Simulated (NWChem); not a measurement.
Species: AlH$_{2}$OF; SMILES [AlH]([OH])[F]

```xyz
5

Al    -0.4527    -0.0177     0.0000
H     -2.0177    -0.0367     0.0000
F      0.4033    -1.4445     0.0000
O      0.3696     1.4583     0.0000
H      1.3169     1.6016     0.0000
```
Atoms are numbered in this order, from 1.

Program: NWChem. Pople sets run with spherical d functions. All runs use the structure optimised with PBE0/def2-SVP. Vertical excitations in the gas phase; the lowest state need not have the same character in each row.

```tsv
level	lowest excitation, singlet (eV)	lowest state with f > 0.02, singlet (eV)	orbital gap (eV)
PBE/6-31G*, full TDDFT	6.77	6.77	6.51
B3LYP/6-31G*, full TDDFT	___	___	___
PBE0/6-31G*, full TDDFT	7.57	7.57	9.02
BHandHLYP/6-31G*, full TDDFT	8.10	8.32	11.35
```

Q: Complete the blanks.

A: 
- B3LYP/6-31G*, full TDDFT, lowest excitation, singlet (eV): 7.31
- B3LYP/6-31G*, full TDDFT, lowest state with f > 0.02, singlet (eV): 7.31
- B3LYP/6-31G*, full TDDFT, orbital gap (eV): 8.44
